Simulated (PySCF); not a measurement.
# Absolute configuration from chiroptical data

Theory: TDDFT PBE0/aug-cc-pVDZ circular dichroism and optical rotation, one conformer, gas phase (PySCF). Geometry: GFN2-xTB.

The calculation is non-relativistic, which matters for the atoms heavier than Zn. States above about 6.6 eV (minus the energy of the highest occupied orbital) lie near or above the ionisation threshold and depend on the basis.

Values for one enantiomer of C₆H₇FSe, R in 10⁻⁴⁰ esu² cm² (velocity form):
```tsv
λ (nm)	f	R
310	0.0006	-8.5
234	0.007	-5.8
225	0.035	+1.2
219	0.007	+10.9
218	0.101	-2.0
205	0.004	-2.2
199	0.006	+0.2
197	0.007	-7.5
195	0.006	+2.4
193	0.026	-17.2
189	0.011	+7.9
188	0.005	-3.6
187	0.015	+3.6
184	0.002	+4.0
182	0.017	+7.6
181	0.0003	-2.8
```

[α] at 589.3 nm: -230 deg dm⁻¹ (g/mL)⁻¹ (origin-invariant length gauge).

Task: Which structure gives these signs?
A. CC#C[C@@H]1C[Se][C@@H]1F
B. CC#C[C@H]1C[Se][C@H]1F

Result: B. Its CIP labels in SMILES order are S, R; the other enantiomer gives every sign reversed.

The signs above follow by mirror symmetry from the run on the other enantiomer. Geometry of CC#C[C@@H]1C[Se][C@@H]1F as run:
```xyz
15

C     3.027   -0.225    0.111
C     1.585   -0.297    0.126
C     0.390   -0.391    0.150
C    -1.055   -0.405    0.166
C    -1.722   -0.218   -1.207
Se   -3.160    0.928   -0.456
C    -1.700    0.790    0.893
F    -0.931    1.908    0.893
H     3.384   -0.123   -0.913
H     3.356    0.639    0.688
H     3.454   -1.128    0.549
H    -1.414   -1.326    0.639
H    -1.109    0.362   -1.897
H    -2.080   -1.127   -1.686
H    -2.030    0.623    1.923
```
